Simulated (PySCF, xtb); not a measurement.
Sn(I)(OH)3 (H3IO3Sn), SMILES [OH][Sn]([OH])([OH])[I].

GFN2-xTB in xtb at its own geometry gives an orbital gap of 3.13 eV and a dipole moment of 4.31 D.

The structure is a stationary point at B3LYP-D3(BJ)/def2-SVP. A frequency run showed that this geometry is not a minimum. The structure was generated by enumeration; whether it is a known compound was not checked. The def2 effective core potentials stand for the cores of I, Sn; spin–orbit coupling is left out. One conformer was computed; it need not be the lowest.

Q: What does CAM-B3LYP/def2-TZVP (PySCF) give? (The exact figures need the calculation; the answer reports its results.)

A: gap 7.69 eV (levels -9.38 and -1.69 eV), dipole 0.61 D.
